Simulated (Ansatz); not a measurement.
Relaxation of BCl$_{2}$H$_{3}$O (7 atoms, charge 0, multiplicity 1), to a largest force component of 0.03 eV/Å in at most 50 steps.

Theory: Ansatz, RHF/def2-SVP.

```xyz
7
Properties=species:S:1:pos:R:3:forces:R:3
B -0.004 0.549 -0.361 0.28 1.29 0.01
H 0.054 -0.185 1.924 -0.24 -1.55 0.05
Cl 1.393 -0.413 -0.864 -0.03 0.00 0.02
O -1.240 0.089 -0.440 -0.08 -0.13 -0.05
H -1.326 -0.798 -0.761 -0.01 0.09 0.04
Cl 0.258 2.265 0.185 -0.18 -0.90 -0.59
H 0.180 0.499 2.065 0.25 1.20 0.52
```

Problem. Where does it end, and by what steps?

Solution. It converged. The force dipped under the threshold on the way, but the program's further checks kept it going. After 37 steps the energy has fallen by 0.285 eV; H2 moved furthest, 1.92 Å.

```csv
step,energy less start (eV),largest force component (eV/Å),accepted
0,0.0000,1.546,yes
2,-0.2383,0.588,yes
4,-0.2490,0.918,no
6,-0.2736,0.027,yes
8,-0.2772,0.069,yes
10,-0.2781,0.109,yes
12,-0.2790,0.120,yes
14,-0.2799,0.092,yes
16,-0.2806,0.066,yes
18,-0.2810,0.112,yes
20,-0.2817,0.139,yes
22,-0.2822,0.068,yes
24,-0.2827,0.159,yes
26,-0.2833,0.020,yes
28,-0.2838,0.058,yes
30,-0.2842,0.048,yes
32,-0.2844,0.043,yes
34,-0.2846,0.035,yes
36,-0.2846,0.025,yes
37,-0.2847,0.012,yes
```

```xyz
7
Properties=species:S:1:pos:R:3
B -0.075 0.529 -0.920
H 0.329 -0.031 3.822
Cl 1.279 -0.269 -1.740
O -1.322 0.112 -1.091
H -1.431 -0.628 -1.671
Cl 0.231 1.900 0.141
H 0.305 0.393 3.207
```

The run took 47 s on 1 thread of Arm Neoverse V2, with other jobs on the host, peak memory 0.14 GiB.
